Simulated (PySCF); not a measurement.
PySCF input (TPSSh/def2-TZVPD):

```python
from pyscf import gto, scf, dft

mol = gto.M(
    atom='''
    C    -2.35417190    0.07608942   -0.07374204
    C    -1.13845496    0.18525793    0.47864528
    C     0.10161686   -0.69758492    0.18502119
    C     1.30038884    0.05204366   -0.18558989
    N     2.22369139    0.68716770   -0.46635726
    H    -2.33933676   -0.74094104   -0.83540601
    H    -0.91162219    0.93051683    1.25082103
    H    -0.14448421   -1.38124696   -0.63127198
    H     0.37333025   -1.31333932    1.05435056
    ''',
    basis='def2-tzvpd',
    charge=-1,
    spin=0,
    verbose=4,
)

mf = dft.RKS(mol, xc='tpssh').density_fit(auxbasis='def2-universal-jkfit')
mf.grids.level = 3
mf.conv_tol = 1e-9
mf.max_cycle = 100
mf.max_memory = 1500
mf.kernel()
if not mf.converged:
    mf = mf.newton()
    mf.kernel(mf.make_rdm1())
mf.analyze()
```

End of the output:

```
Extra cycle  E= -209.592566464865  delta_E= 7.32e-11  |g|= 2.21e-05  |ddm|= 0.000232
converged SCF energy = -209.592566464865
**** SCF Summaries ****
Total Energy =                        -209.592566464864973
Nuclear Repulsion Energy =             131.219735826461346
One-electron Energy =                 -547.693885053684312
Two-electron Energy =                  206.881582762358022
Two-electron Coulomb Energy =          237.100080517364574
DFT Exchange-Correlation Energy =      -30.218497755006542
HOMO-LUMO gap [eV] =                     2.833381543744379
**** MO energy ****
MO #1   energy= -14.0931972826111  occ= 2
MO #2   energy= -9.99824459818874  occ= 2
MO #3   energy= -9.99347868341577  occ= 2
MO #4   energy= -9.91629361027796  occ= 2
MO #5   energy= -9.87183626542803  occ= 2
MO #6   energy= -0.734981390214031 occ= 2
MO #7   energy= -0.607335591814341 occ= 2
MO #8   energy= -0.492337659950522 occ= 2
MO #9   energy= -0.340446060520827 occ= 2
MO #10  energy= -0.327044241747237 occ= 2
MO #11  energy= -0.280860786630619 occ= 2
MO #12  energy= -0.229444193626002 occ= 2
MO #13  energy= -0.203686011494799 occ= 2
MO #14  energy= -0.168894319411927 occ= 2
MO #15  energy= -0.164823957263774 occ= 2
MO #16  energy= -0.144632665911348 occ= 2
MO #17  energy= -0.0435263847915195 occ= 2
MO #18  energy= 0.0239242455598045 occ= 2
MO #19  energy= 0.128049097622169  occ= 0
MO #20  energy= 0.158143177180149  occ= 0
MO #21  energy= 0.161026078595333  occ= 0
MO #22  energy= 0.16666060076569   occ= 0
MO #23  energy= 0.180213523767911  occ= 0
MO #24  energy= 0.184417473728817  occ= 0
MO #25  energy= 0.199042827180281  occ= 0
MO #26  energy= 0.222465068955571  occ= 0
MO #27  energy= 0.229683710471884  occ= 0
MO #28  energy= 0.246461545662531  occ= 0
MO #29  energy= 0.251266605785442  occ= 0
MO #30  energy= 0.273733580980186  occ= 0
MO #31  energy= 0.279880338505998  occ= 0
MO #32  energy= 0.291886975263618  occ= 0
MO #33  energy= 0.296151111931341  occ= 0
MO #34  energy= 0.306612511379431  occ= 0
MO #35  energy= 0.32478209108032   occ= 0
MO #36  energy= 0.334551593957829  occ= 0
MO #37  energy= 0.34732720545641   occ= 0
MO #38  energy= 0.365855643469792  occ= 0
MO #39  energy= 0.373108189738585  occ= 0
MO #40  energy= 0.377007963913888  occ= 0
MO #41  energy= 0.378547451766436  occ= 0
MO #42  energy= 0.383330717863684  occ= 0
MO #43  energy= 0.393444107382357  occ= 0
MO #44  energy= 0.403230224055866  occ= 0
MO #45  energy= 0.416269564695979  occ= 0
MO #46  energy= 0.422735364501208  occ= 0
MO #47  energy= 0.429518224467616  occ= 0
MO #48  energy= 0.436235475888081  occ= 0
MO #49  energy= 0.437978820768835  occ= 0
MO #50  energy= 0.463917127744043  occ= 0
MO #51  energy= 0.469448439270756  occ= 0
MO #52  energy= 0.48074934841247   occ= 0
MO #53  energy= 0.495750888581927  occ= 0
MO #54  energy= 0.499107828397149  occ= 0
MO #55  energy= 0.514683275259143  occ= 0
MO #56  energy= 0.518095361577272  occ= 0
MO #57  energy= 0.523581118009334  occ= 0
MO #58  energy= 0.545412057797982  occ= 0
MO #59  energy= 0.564201232771566  occ= 0
MO #60  energy= 0.570506192839701  occ= 0
MO #61  energy= 0.573215704258038  occ= 0
MO #62  energy= 0.591874431905201  occ= 0
MO #63  energy= 0.593444335189969  occ= 0
MO #64  energy= 0.609499624317761  occ= 0
MO #65  energy= 0.612910694446556  occ= 0
MO #66  energy= 0.624071442318404  occ= 0
MO #67  energy= 0.642024598473059  occ= 0
MO #68  energy= 0.645113336599187  occ= 0
MO #69  energy= 0.655365268931271  occ= 0
MO #70  energy= 0.675242426434005  occ= 0
MO #71  energy= 0.690102260977218  occ= 0
MO #72  energy= 0.694500868968295  occ= 0
MO #73  energy= 0.699435755836029  occ= 0
MO #74  energy= 0.70540938077797   occ= 0
MO #75  energy= 0.718237846248888  occ= 0
MO #76  energy= 0.736451835505606  occ= 0
MO #77  energy= 0.762676715906457  occ= 0
MO #78  energy= 0.777227639315428  occ= 0
MO #79  energy= 0.787643840104504  occ= 0
MO #80  energy= 0.797685923365914  occ= 0
MO #81  energy= 0.806007183931147  occ= 0
MO #82  energy= 0.811627101756334  occ= 0
MO #83  energy= 0.829605943856403  occ= 0
MO #84  energy= 0.835165363675996  occ= 0
MO #85  energy= 0.842788852268541  occ= 0
MO #86  energy= 0.855240910054578  occ= 0
MO #87  energy= 0.883376539008036  occ= 0
MO #88  energy= 0.893579993655792  occ= 0
MO #89  energy= 0.899355311402667  occ= 0
MO #90  energy= 0.921326711219109  occ= 0
MO #91  energy= 0.9372059957432    occ= 0
MO #92  energy= 0.964241464859092  occ= 0
MO #93  energy= 0.980802651845792  occ= 0
MO #94  energy= 1.02505369801059   occ= 0
MO #95  energy= 1.04437416873977   occ= 0
MO #96  energy= 1.05312300813325   occ= 0
MO #97  energy= 1.06059388766287   occ= 0
MO #98  energy= 1.09915222842609   occ= 0
MO #99  energy= 1.11341850798528   occ= 0
MO #100 energy= 1.1339654490111    occ= 0
MO #101 energy= 1.17803827836023   occ= 0
MO #102 energy= 1.24147334652617   occ= 0
MO #103 energy= 1.25968329959109   occ= 0
MO #104 energy= 1.30417390979272   occ= 0
MO #105 energy= 1.3113572267561    occ= 0
MO #106 energy= 1.38672869453399   occ= 0
MO #107 energy= 1.40740348873155   occ= 0
[...]
```

It need not be the lowest isomer of its formula. Whether it binds its extra electron was not tested at this geometry.
